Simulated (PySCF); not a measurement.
**Orbital picture of BiC**

PBE at R = 2.003 Å; Bi aug-cc-pVDZ-PP with ECP60, C aug-cc-pVDZ; scalar-relativistic core potentials (PySCF 2.14). State: ²Σ⁺ (doublet), unpaired electrons σ ↑. Only the outer orbitals are listed, counted within each symmetry, core potentials removing the inner ones.

```csv
spin,orbital,occ.,ε (eV),on Bi (%),main shells (%)
α,5σ,1,-16.66,53,"51 Bi s, 42 C s"
α,6σ,1,-12.16,45,"55 C s, 39 Bi s"
α,7σ,1,-6.91,38,"57 C p, 32 Bi p"
α,3π,1,-6.07,40,"59 C p, 40 Bi p"
α,3π,1,-6.07,40,"59 C p, 40 Bi p"
α,4π,0,-3.15,63,"59 Bi p, 37 C p"
α,4π,0,-3.15,63,"59 Bi p, 37 C p"
α,8σ,0,-0.58,94,"80 Bi p, 12 C p"
β,5σ,1,-16.24,64,"62 Bi s, 30 C s"
β,6σ,1,-11.16,42,"58 C s, 30 Bi s, 12 Bi p"
β,3π,1,-5.74,61,"61 Bi p, 38 C p"
β,3π,1,-5.74,61,"61 Bi p, 38 C p"
β,7σ,0,-5.10,37,"45 C p, 35 Bi p, 18 C s"
β,4π,0,-2.70,45,"56 C p, 40 Bi p"
β,4π,0,-2.70,45,"56 C p, 40 Bi p"
```

**Question.** Which are the highest filled and the lowest empty level, where do they sit, and how wide is the gap?

**Answer.** Highest filled β 3π at -5.74 eV (in %: 61 Bi p, 38 C p); lowest empty β 7σ at -5.10 eV (in %: 45 C p, 35 Bi p, 18 C s); the gap at PBE is 0.64 eV.

The bond order (Mayer) is 2.49, the ⟨S²⟩ is 0.828 and the charge on Bi (Mulliken, basis-dependent) is 0.60. The charge on Bi (Löwdin, basis-dependent) is 0.68 and the dipole moment (positive dipole means Bi(−)C(+)) is -2.71 D. The polarisability along the bond is 78.2 bohr³. The polarisability across the bond is 61.0 bohr³.

These are scalar-relativistic numbers at best; spin–orbit coupling would shift them, the dissociation energy most. The state is the lowest determinant that a PBE0 search found; another state may lie lower at other levels.
